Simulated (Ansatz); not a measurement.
ClFHNbO₂, SMILES `[O]=[Nb]([OH])([F])[Cl]`. The species carries charge 0 and has multiplicity 1. Nb: def2 effective core potential.

```xyz
6

O     0.7001    1.1314   -1.1770
Nb    0.4134   -0.0472   -0.0085
O    -1.4401   -0.3029    0.0987
F     1.2554   -1.6202   -0.5448
Cl    1.2275    0.7075    2.0012
H    -2.1564    0.1314   -0.3696
```

Task: What are the harmonic wavenumbers in cm⁻¹ at PBE0-D4/def2-TZVP (Ansatz, finite differences of forces, unscaled)? (An estimate is asked.)

Result: Ansatz gave: 138, 165, 191, 236, 255, 410, 451, 556, 702, 759, 1059, 3907.

Task: Is this a minimum?

Result: Yes, all 12 modes are real.

Task: Give the ideal-gas thermochemistry at 298.15 K and 1 bar (rigid rotor, harmonic oscillator; point group C1, symmetry number 1).

Result: Zero-point energy 52.8 kJ/mol; H(298) − E = 72.8 kJ/mol; entropy 348.0 J/(mol·K), of which translation 173.6, rotation 116.0, vibration 58.3; G(298) − E = -31.0 kJ/mol.

Task: Rotational constants (cm⁻¹)?

Result: 0.1108, 0.06471, 0.05941.
